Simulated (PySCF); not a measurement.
Species: indene, C9H8.
Geometry (PBE0-D3(BJ)/def2-SVP, Å), atoms numbered from 1 in this order:
```
atom  x, y, z in Å
C1    -2.3508    0.4218    0.0950
C2    -1.3920    1.3637    0.2045
C3    -0.0767    0.7420    0.0580
C4     1.2092    1.2819    0.0933
C5     2.2993    0.4282   -0.0805
C6     2.1094   -0.9408   -0.2860
C7     0.8214   -1.4842   -0.3218
C8    -0.2671   -0.6402   -0.1496
C9    -1.7411   -0.9299   -0.1386
H10   -3.4261    0.5934    0.1624
H11   -1.5552    2.4290    0.3763
H12    1.3616    2.3520    0.2541
H13    3.3137    0.8337   -0.0555
H14    2.9761   -1.5925   -0.4200
H15    0.6798   -2.5562   -0.4832
H16   -2.0837   -1.3783   -1.0889
H17   -2.0172   -1.6496    0.6534
```

The closed-shell ground state was solved at several levels (PySCF, density fitting, gas phase, non-relativistic).

```
         level  basis functions  HOMO (eV)  LUMO (eV)  gap (eV)  dipole (D)
PBE0/def2-SVPD              244      -6.34      -0.75      5.59        0.75
B3LYP/pcSseg-1              193      -6.12      -0.90      5.22        0.73
   B3LYP/pcJ-1              323      -6.11      -0.89      5.22        0.74
```

**Question.** Estimate the row for PBE0/pcSseg-1, a basis of 193 functions; the other rows only guide the guess.

**Answer.** HOMO -6.35 eV, LUMO -0.74 eV, gap 5.61 eV, dipole 0.76 D.

**Question.** How far do the dipole and the HOMO energy spread over the levels?

**Answer.** The dipole runs from 0.73 to 0.76 D (mean 0.75 D) and the HOMO from -6.35 to -6.11 eV.
